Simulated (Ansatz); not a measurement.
Basis-set extrapolation for C2H5AlBF, SMILES `C[B]1[AlH][CH]1F` (PBE0-D4/def2-TZVP geometry, frozen core, the Gaussian-basis code of Ansatz). Multiplicity 1, RHF reference.

```tsv
	def2-TZVPP	def2-QZVPP
HF	-444.684036	-444.699922
MP2 correlation	-0.771559	-0.828496
CCSD(T) correlation	-0.840706	not run
```

Energies in hartree. Use E(X) = E(∞) + A·exp(−7.88·√X) for Hartree–Fock and E(X) = E(∞) + B·X^(−2.97) for correlation, with X = 3 and 4, and add CCSD(T) minus MP2 of the smaller set to the MP2 limit.

Task: What is the CCSD(T) energy at the basis-set limit?

Result: HF limit: -444.699922 + (-0.015886) × 0.13774 = -444.70211. MP2 limit: -0.828496 + (-0.056937) × 0.74074 = -0.87067. Higher-order term: -0.840706 − (-0.771559) = -0.06915. Total: -445.64193 hartree, 307.7 kJ/mol below CCSD(T)/def2-TZVPP.
